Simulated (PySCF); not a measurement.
A species of formula C6H14N2 has this rotational fingerprint, computed with PBE0/pcSseg-1 in PySCF (dipole) on a GFN2-xTB geometry, gas phase:

```
Rotational constants : A = 5544, B = 1046, C = 948.3 MHz
Dipole components    : |μa| = 0.68 D, |μb| = 0.82 D, |μc| = 0.98 D
Inertial defect      : -41.26 u·Å²
κ                    : -0.96
```

Question: Which structure is it? (One computed conformer of each.)
A. `[CH3:1]/[CH:2]=[C:3](\[CH2:4][NH2:5])[CH2:6][CH2:7][NH2:8]` with C2–C3–C4–N5 -65°, C3–C4–N5–H -177° and -58°, C2–C3–C6–C7 -85°, C3–C6–C7–N8 -62°, C6–C7–N8–H -57° and 62°
B. `[CH2:1]=[CH:2][N:3]([CH3:4])[N:5]([CH3:6])[CH2:7][CH3:8]` with C1–C2–N3–C4 -11°, C2–N3–N5–C6 95°, N3–N5–C7–C8 58°
C. `[CH3:1][CH2:2][NH:3][N:4]1[CH2:5][CH2:6][CH2:7][CH2:8]1` with C1–C2–N3–N4 -173°, C2–N3–N4–C5 151°, N3–N4–C5–C6 123°, N4–C5–C6–C7 28°, C5–C6–C7–C8 -38°, C6–C7–C8–N4 36°

Answer: C. It is CCNN1CCCC1, a near-prolate asymmetric top, point group C1. The candidates at the same level (rigid rotor, commonest isotopes):

| SMILES | A (MHz) | B (MHz) | C (MHz) | μa (D) | μb (D) | μc (D) | Δ (u·Å²) | point group | rotor |
| --- | --- | --- | --- | --- | --- | --- | --- | --- | --- |
| C/C=C(\CN)CCN | 2729 | 1264 | 1047 | 0.53 | 1.54 | 0.75 | -102.52 | C1 | asymmetric top |
| C=CN(C)N(C)CC | 2794 | 1468 | 1262 | 1.48 | 1.09 | 0.92 | -124.84 | C1 | asymmetric top |
| CCNN1CCCC1 | 5544 | 1046 | 948.3 | 0.68 | 0.82 | 0.98 | -41.26 | C1 | near-prolate asymmetric top |

`C/C=C(\CN)CCN` has A 51 % too low; `C=CN(C)N(C)CC` has A 50 % too low. No structure here is proved a minimum.
